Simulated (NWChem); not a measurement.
System: CH₅BFN; SMILES CNBF

Parts of the log:

```
             Northwest Computational Chemistry Package (NWChem) 7.3.0
             --------------------------------------------------------

 CS  symmetry detected

                             Geometry "geometry" -> ""
                             -------------------------

 Output coordinates in angstroms (scale by  1.889725989 to convert to a.u.)

  No.       Tag          Charge          X              Y              Z
 ---- ---------------- ---------- -------------- -------------- --------------
    1 B                    5.0000    -0.44666776    -0.68245373     0.00000000
    2 F                    9.0000     0.12195891    -1.90127952     0.00000000
    3 H                    1.0000    -1.63947842    -0.59381690     0.00000000
    4 N                    7.0000     0.36527667     0.45308577     0.00000000
    5 C                    6.0000    -0.08451630     1.83494120     0.00000000
    6 H                    1.0000     1.37181812     0.32947268     0.00000000
    7 H                    1.0000     0.26538914     2.37656855    -0.88857200
    8 H                    1.0000     0.26538914     2.37656855     0.88857200
    9 H                    1.0000    -1.17724821     1.85374385     0.00000000

 Effective nuclear repulsion energy (a.u.)     111.7853698875

      Symmetry information
      --------------------

 Group name             Cs
 Group number              2
 Group order               2
 No. of unique centers     8

                                 NWChem DFT Module
                                 -----------------

 Summary of "ao basis" -> "ao basis" (spherical)
 ------------------------------------------------------------------------------
       Tag                 Description            Shells   Functions and Types
 ---------------- ------------------------------  ------  ---------------------
 B                          def2-svp                 6       14   3s2p1d
 F                          def2-svp                 6       14   3s2p1d
 H                          def2-svp                 3        5   2s1p
 N                          def2-svp                 6       14   3s2p1d
 C                          def2-svp                 6       14   3s2p1d

      Symmetry analysis of basis
      --------------------------

        a'         57
        a"         24

            General Information
            -------------------
          SCF calculation type: DFT
          Wavefunction type:  closed shell.
          No. of atoms     :     9
          No. of electrons :    32
           Alpha electrons :    16
            Beta electrons :    16
          Charge           :     0
          Spin multiplicity:     1
          Use of symmetry is: on ; symmetry adaption is: on
          Maximum number of iterations: 150
          AO basis - number of functions:    81
                     number of shells:    39
          Convergence on energy requested:  1.00D-06
          Convergence on density requested:  1.00D-05
          Convergence on gradient requested:  5.00D-04

              XC Information
              --------------
                         B3LYP Method XC Potential
                     Hartree-Fock (Exact) Exchange  0.200
                        Slater Exchange Functional  0.800 local
                    Becke 1988 Exchange Functional  0.720 non-local
              Lee-Yang-Parr Correlation Functional  0.810
                  VWN I RPA Correlation Functional  0.190 local

             Grid Information
             ----------------
          Grid used for XC integration:  medium
          Radial quadrature: Mura-Knowles
          Angular quadrature: Lebedev.
          Tag              B.-S. Rad. Rad. Pts. Rad. Cut. Ang. Pts.
          ---              ---------- --------- --------- ---------
          B                   0.85       49          10.0       434
          F                   0.50       49          11.0       434
          H                   0.35       45          10.0       434
          N                   0.65       49           7.0       434
          C                   0.70       49           9.0       434
          Grid pruning is: on
          Number of quadrature shells:   376
          Spatial weights used:  Erf1

      Superposition of Atomic Density Guess
      -------------------------------------

 Sum of atomic energies:        -218.16189319

      Non-variational initial energy
      ------------------------------

 Total energy =    -220.095101
 1-e energy   =    -519.086662
 2-e energy   =     187.206191
 HOMO         =      -0.327319
 LUMO         =       0.073740

      Symmetry analysis of molecular orbitals - initial
      -------------------------------------------------

  Numbering of irreducible representations:

     1 a'          2 a"

  Orbital symmetries:

     1 a'          2 a'          3 a'          4 a'          5 a'
     6 a'          7 a'          8 a'          9 a'         10 a'
    11 a"         12 a'         13 a"         14 a'         15 a'
    16 a"         17 a"         18 a'         19 a'         20 a'
    21 a'         22 a"         23 a'         24 a'         25 a'
    26 a'

     ---------------------------------------------
      Total Density - Mulliken Population Analysis
     ---------------------------------------------

    Atom       Charge   Shell Charges
 -----------   ------   -------------------------------------------------------
    1 B    5     4.52   1.99  0.81  0.17  1.17  0.24  0.14
    2 F    9     9.39   1.99  1.15  0.73  3.51  2.01  0.00
    3 H    1     1.08   0.72  0.35  0.01
    4 N    7     7.48   1.99  1.02  0.40  2.54  1.52  0.01
    5 C    6     6.02   1.99  0.93  0.19  1.94  0.93  0.04
    6 H    1     0.76   0.60  0.11  0.04
    7 H    1     0.92   0.69  0.21  0.02
    8 H    1     0.92   0.69  0.21  0.02
    9 H    1     0.92   0.68  0.21  0.02

[...]
```

Level: B3LYP/def2-SVP. Structure relaxed at the B3LYP/6-31G* (spherical d) level.

**Question.** Reconstruct the input file.

**Answer.** One answer among several that fit: the input that was run:
```
start job
memory heap 200 mb stack 900 mb global 1100 mb
geometry units angstroms noautoz
  B     -0.450152    -0.691123     0.000000
  F      0.109401    -1.914141     0.000000
  H     -1.642271    -0.593624     0.000000
  N      0.370209     0.438351     0.000000
  C     -0.069302     1.823511     0.000000
  H      1.375804     0.307261     0.000000
  H      0.284619     2.362523    -0.888572
  H      0.284619     2.362523     0.888572
  H     -1.161864     1.850434     0.000000
end
basis spherical
  * library def2-svp
end
dft
  xc b3lyp
  iterations 150
  mulliken
end
task dft energy
```
